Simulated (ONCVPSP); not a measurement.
Scattering properties, ONCV potential for strontium

strontium, optimised norm-conserving Vanderbilt (ONCV), made with ONCVPSP 4.0.1 (revPBE, scalar-relativistic). Core [Ar] 3d10, reference 4s2 4p6 4d0.5 5s1.5. Waves: 4s+5s: rc 2.45 bohr, ncon 3, nbas 7, qcut 5.7 1/bohr, 2 projectors; 4p: rc 2.35 bohr, ncon 5, nbas 8, qcut 6.5 1/bohr, 2 projectors, debl 3.6 Ha; 4d: rc 3.65 bohr, ncon 4, nbas 9, qcut 3.5 1/bohr, 2 projectors, debl 1.6 Ha; f scattering state at 0.33 Ha: rc 3.70 bohr, ncon 3, nbas 6, qcut 2.7 1/bohr, 2 projectors, debl 1.6 Ha. Local part: polynomial inside 1.80 bohr (lpopt 5, dvloc0 9.5 Ha). Core correction: Teter function, fcfact 2.25, rcfact 1.1.

The phase is arctan(r·R′/R) of the radial function R(r), unwrapped; energies in Ha, scanned from -3 to 5 Ha. A pole is an energy at which the radial function vanishes at the test radius. The pseudo phase is shifted by a multiple of π to meet the all-electron one at the reference energy, and phase errors are pseudo minus all-electron; the curves can meet again beyond the range given. Levels narrower than the energy grid can be missing from the lists of poles.

For each channel, where are the poles, and over which energies does the pseudopotential scatter like the atom?

```tsv
channel	radius (bohr)	reference energy (Ha)	poles, all-electron	poles, pseudo	unbroken range about the reference energy with phases within 0.05 rad	phase error 1 Ha above the reference energy (rad)
s	2.49	-0.12	-1.37, 2.44	-1.37, 2.21, 4.35	below 2.5	-0.005
p	2.39	-0.82	-0.54, 3.55	-0.54, 3.55	the whole range	-0.000
d	3.71	-0.04	0.13, 1.53, 3.85	0.14, 1.53, 4.73	below 0.4	+0.014
f	3.76	0.33	0.93, 2.34, 4.48	0.94, 2.38	below 1.3	+0.077
```

Phases in the d channel:

```
E (Ha)  all-electron  pseudo
 -2.98         1.446   1.446
 -2.76         1.441   1.441
 -2.54         1.435   1.435
 -2.32         1.427   1.427
 -2.10         1.419   1.419
 -1.88         1.409   1.409
 -1.66         1.396   1.396
 -1.44         1.381   1.381
 -1.22         1.361   1.361
 -1.00         1.333   1.333
 -0.78         1.290   1.291
 -0.56         1.216   1.218
 -0.34         1.034   1.038
 -0.12        -0.092  -0.088
  0.10        -1.510  -1.506
  0.32        -1.849  -1.831
  0.54        -2.596  -2.466
  0.76        -4.141  -4.075
  0.98        -4.489  -4.476
  1.20        -4.612  -4.608
  1.42        -4.683  -4.682
  1.64        -4.740  -4.739
  1.86        -4.800  -4.797
  2.08        -4.891  -4.872
  2.30        -5.124  -5.012
  2.52        -6.581  -5.474
  2.74        -7.521  -7.003
  2.96        -7.687  -7.510
  3.18        -7.756  -7.651
  3.40        -7.798  -7.718
  3.62        -7.828  -7.758
  3.84        -7.853  -7.785
  4.06        -7.877  -7.807
  4.28        -7.904  -7.824
  4.50        -7.939  -7.839
  4.72        -7.994  -7.854
  4.94        -8.112  -7.867
```
